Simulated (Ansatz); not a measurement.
Energy profile

The step: SiH₂OF₂ ([OH][SiH]([F])[F]) + HCl → SiHClF₂ ([F][SiH]([F])[Cl]) + H₂O; bonds formed: Si1–Cl7, O2–H6; bonds broken: Si1–O2, H6–Cl7 (atoms numbered as in the saddle structure below).

```xyz
8
angstrom
Si -0.5452 0.2094 -0.4071
O 0.5419 -0.8826 0.4460
F -1.0076 -0.9350 -1.4340
F 0.2074 1.1869 -1.3902
H -1.7963 0.6001 0.2295
H 0.9717 -0.1244 1.1080
Cl 0.5521 1.4644 1.4941
H 1.0761 -1.5188 -0.0464
```

Electronic energies by CCSD(T) at an estimated basis limit (MP2 extrapolated from triple and quadruple zeta, plus CCSD(T) − MP2 in triple zeta), on PBE0-D4/def2-TZVP structures; SiH3ClOF2, singlet; no counterpoise correction. Program: Ansatz 0.2.0. Basis: def2-TZVPP and def2-QZVPP. Cores are frozen in the correlated methods. Extrapolation: Hartree–Fock as exp(−7.88 √X), correlation as X^−2.97.

Problem. Give the profile in kcal/mol, counted from the separated reactants. (To be estimated.)

Solution. The calculation gives:
```json
{"point": "separated: SiH2OF2 (linked as [OH][SiH]([F])[F]; Si1, O2, F3, F4, H5, H8; singlet) + HCl (H6, Cl7; singlet)", "kcal/mol": "0.00"}
{"point": "start structure", "kcal/mol": "-3.41"}
{"point": "saddle", "kcal/mol": "21.37"}
{"point": "end structure", "kcal/mol": "1.68"}
{"point": "separated: SiHClF2 (linked as [F][SiH]([F])[Cl]; Si1, F3, F4, H5, Cl7; singlet) + H2O (O2, H6, H8; singlet)", "kcal/mol": "4.06"}
```

The T1 diagnostic stays at or below 0.012.

Hydrogen chloride, the by-product of chloride precursors, can attack films and sites by steps of this kind.

For scale, one of the runs: CCSD(T)/def2-TZVPP, 219 basis functions, launched by `ansatz run in.yaml --threads 4 --pin off --events-out ev --progress --plain --max-ram 9574MiB`. The run took 110 s on 4 CPU threads of an Arm Neoverse V2 (shared host), with 3.4 GiB of host memory at its peak.
